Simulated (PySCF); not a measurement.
# Predicted spectroscopic data

- couplings computed with B3LYP/pcJ-1 (spin–dipole term left out of most H,H and C,H couplings)
- coordinates at the GFN2-xTB level
- GIAO PBE0/pcSseg-1 shieldings
- code: PySCF 2.14
- gas phase, non-relativistic Hamiltonian, rapidly exchanging positions averaged, one conformer

References, each an isolated molecule treated in the same way: ¹H and ¹³C against TMS. Multiplet labels drop J under 1 Hz and among equivalent protons, and merge close values. Unscaled 3J(H,H) run several per cent high. Splittings of carbon signals by F and P are missing where no couplings were computed. Where no couplings were computed, multiplicities follow the n + 1 count of equivalent neighbours, and m marks all less simple cases (inequivalent or close neighbours, rings, F or P nearby). Acid and N–H amide carbonyl carbons lie up to 10 ppm further downfield in solution (hydrogen bonding). Shifts are as computed. Against solution values, carbons near 30 ppm lie about +3 ppm off and those near 130 ppm about +5 ppm; carbons on Cl a further +6 ppm. Of 1211 compounds with measured shifts, 218 miss one by over three times the rms of a fit or turn the order of signals round; such compounds aren't used in these exercises. Groups on amide-type nitrogens are kept apart (slow C–N rotation). Carbons bonded to Cl come out too deshielded. OH and NH positions are gas-phase values without hydrogen bonding to other molecules.

**1.** `CCC(=O)OC(C)C`, C$_{6}$H$_{12}$O$_{2}$. ¹H NMR (400 MHz, computed): δ 5.11 (sept, 1H), 2.34 (q, 2H), 1.26 (d, 6H), 1.12 (t, 3H). ¹³C{¹H} NMR (computed): δ 179.8, 69.6, 31.3, 23.6, 10.6.

**2.** `InChI=1S/C4H5Cl2FSi/c5-3-1-2-4(3)8(6)7/h8H,1-2H2/t8-/m0/s1`. ¹H NMR (400 MHz, computed): δ 5.58 (m, 1H), 2.88 (m, 1H), 2.86 (m, 1H), 2.63 (m, 1H), 2.58 (m, 1H). ¹³C{¹H} NMR (computed): δ 161.4 (C), 149.7 (C), 41.5 (CH2), 29.3 (CH2).

**3.** propionamide (SMILES CCC(N)=O). ¹H NMR (400 MHz, computed): δ 4.65 (br, 1H), 4.52 (br, 1H), 2.05 (q, J = 7.8 Hz, 2H), 1.12 (t, J = 7.8 Hz, 3H). ¹³C{¹H} NMR (computed): δ 172.9 (C), 29.4 (CH2), 10.2 (CH3).
